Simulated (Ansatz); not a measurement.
Basis-set extrapolation for `N#CCCCCC#N` (PBE0-D4/def2-TZVP geometry, frozen core, the Gaussian-basis code of Ansatz). Multiplicity 1, RHF reference.

|  | def2-TZVPP | def2-QZVPP |
| --- | --- | --- |
| HF | -340.889449 | -340.903677 |
| MP2 correlation | -1.352577 | -1.439390 |
| CCSD(T) correlation | -1.457052 | not run |

Energies in hartree. Use E(X) = E(∞) + A·exp(−7.88·√X) for Hartree–Fock and E(X) = E(∞) + B·X^(−2.97) for correlation, with X = 3 and 4, and add CCSD(T) minus MP2 of the smaller set to the MP2 limit.

What is the CCSD(T) energy at the basis-set limit?

HF limit: -340.903677 + (-0.014228) × 0.13774 = -340.90564. MP2 limit: -1.439390 + (-0.086813) × 0.74074 = -1.50370. Higher-order term: -1.457052 − (-1.352577) = -0.10448. Total: -342.51382 hartree, 439.3 kJ/mol below CCSD(T)/def2-TZVPP.
